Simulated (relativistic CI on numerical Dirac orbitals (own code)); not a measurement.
Energy levels of Re⁵⁴⁺

Calculated at this level of theory: Dirac-Coulomb-Breit CI, KLI orbitals optimised for each configuration, model QED (radiative potential, 1s self-energy scaled to tabulated hydrogen-like ionisation energies), unscaled Slater integrals (own radial code, finite nucleus).

Configuration list (outside the closed core [Ne]): 3s2.3p6.3d3, 3s2.3p5.3d4, 3s.3p6.3d4, 3s2.3p6.3d2.4s, 3s2.3p6.3d2.4p, 3s2.3p6.3d2.4d, 3s2.3p5.3d3.4s, 3s2.3p6.3d2.4f, 3s2.3p5.3d3.4p, 3s.3p6.3d3.4s, 3p6.3d4.4p, 3s.3p6.3d3.4p, 3s2.3p6.3d.4s.4p, 3s2.3p6.3d2.5s, 3s.3p6.3d3.4d, 3s2.3p6.3d2.5p, 3s2.3p6.3d.4p.4d, 3s2.3p6.3d2.5f, 3s.3p6.3d2.4s.4p, 3p6.3d5, 3p5.3d6, 3p5.3d5.4s, 3p6.3d4.4s, 3p5.3d4.4s2, 3s2.3p6.3d.4s2, 3s2.3p6.4s2.4p, 3s2.3p6.4s2.4d, 3s2.3p6.3d.4p2, 3s2.3p6.4s.4p2, 3s2.3p6.4p3, 3s2.3p6.4p2.4d, 3s2.3p5.3d.4s.4p2. Double excitations out of closed p, d and f shells are left out; levels of such configurations are missing from the list, as are those of other unlisted configurations, and high levels can miss mixing partners. These lack a partner that the ground configuration has and come out too high: 3s2.3p5.3d3.4p.

The lowest level is 3s2.3p6.3d3 4F_3/2, with 44 % of that term; Hund's rules for 3s2.3p6.3d3 give 4F with J = 3/2, in agreement.

```
No.  Configuration  Term     J   E (eV)    %  Landé g        jj configuration (%)
  1    3s2.3p6.3d3    4F   3/2    0.000   44    0.720                3d3/2^3 (99)
  2    3s2.3p6.3d3    4F   5/2   69.704   81    1.051          3d3/2^2 3d5/2 (99)
  3    3s2.3p6.3d3    4P   3/2   76.412   38    1.166          3d3/2^2 3d5/2 (99)
  4    3s2.3p6.3d3    2H   9/2   79.974   47    1.031          3d3/2^2 3d5/2 (99)
  5    3s2.3p6.3d3    2G   7/2   80.226   50    1.034          3d3/2^2 3d5/2 (98)
  6    3s2.3p6.3d3    4P   1/2   82.112   57    1.801         3d3/2^2 3d5/2 (100)
  7    3s2.3p6.3d3    2D   5/2  106.768   44    1.234          3d3/2^2 3d5/2 (96)
  8    3s2.3p6.3d3    4F   7/2  148.641   67    1.116          3d3/2 3d5/2^2 (99)
  9    3s2.3p6.3d3    4F   9/2  153.387   50    1.128          3d3/2 3d5/2^2 (98)
 10    3s2.3p6.3d3    4P   3/2  159.253   40    1.105         3d3/2 3d5/2^2 (100)
 11    3s2.3p6.3d3    2P   1/2  162.378   57    1.512         3d3/2 3d5/2^2 (100)
 12    3s2.3p6.3d3    2H  11/2  163.220  100    1.079         3d3/2 3d5/2^2 (100)
 13    3s2.3p6.3d3    2D   5/2  163.836   41    1.289          3d3/2 3d5/2^2 (96)
 14    3s2.3p6.3d3    2F   5/2  173.145   44    1.090          3d3/2 3d5/2^2 (98)
 15    3s2.3p6.3d3    2F   7/2  173.504   79    1.083          3d3/2 3d5/2^2 (99)
 16    3s2.3p6.3d3    2D   3/2  195.295   79    0.881          3d3/2 3d5/2^2 (96)
 17    3s2.3p6.3d3    2G   9/2  232.420   49    1.159                3d5/2^3 (99)
 18    3s2.3p6.3d3    2D   3/2  247.580   43    1.133                3d5/2^3 (97)
 19    3s2.3p6.3d3    2D   5/2  258.523   59    1.161                3d5/2^3 (97)
 20    3s2.3p5.3d4   4P°   3/2  291.484   20    1.419        3p3/2^3 3d3/2^4 (96)
 21    3s2.3p5.3d4   6D°   5/2  354.373   27    1.479  3p3/2^3 3d3/2^3 3d5/2 (96)
 22    3s2.3p5.3d4   4P°   1/2  362.700   28    1.794  3p3/2^3 3d3/2^3 3d5/2 (97)
 23    3s2.3p5.3d4   2D°   3/2  364.452   25    1.308  3p3/2^3 3d3/2^3 3d5/2 (97)
 24    3s2.3p5.3d4   4D°   7/2  365.398   23    1.266  3p3/2^3 3d3/2^3 3d5/2 (93)
 25    3s2.3p5.3d4   4F°   9/2  365.621   29    1.203  3p3/2^3 3d3/2^3 3d5/2 (95)
 26    3s2.3p5.3d4   4G°  11/2  370.324   32    1.149  3p3/2^3 3d3/2^3 3d5/2 (97)
 27    3s2.3p5.3d4   2G°   7/2  372.305   22    1.091  3p3/2^3 3d3/2^3 3d5/2 (95)
 28    3s2.3p5.3d4   4F°   5/2  378.266   26    1.062  3p3/2^3 3d3/2^3 3d5/2 (95)
 29    3s2.3p5.3d4   4D°   3/2  380.843   23    1.407  3p3/2^3 3d3/2^3 3d5/2 (91)
 30    3s2.3p5.3d4   4D°   5/2  385.300   25    1.267  3p3/2^3 3d3/2^3 3d5/2 (94)
```

Energies count from the lowest computed level; ° marks odd parity. Filled j subshells are mostly left out of the jj labels.

The mean weight of the leading LS term, summed over parents, in these 30 levels is 45 %, and that of the leading jj configuration (from the same eigenvectors) 97 %, so jj coupling describes them better and the LS labels are nominal.

At this charge energies of transitions that change n are usually good to better than 1 %, and those within a shell (Δn = 0) to a few per cent.

LS names give the leading component of a level, which can be under half, so a name can repeat, a term be missing and a line seem to break the LS rules.
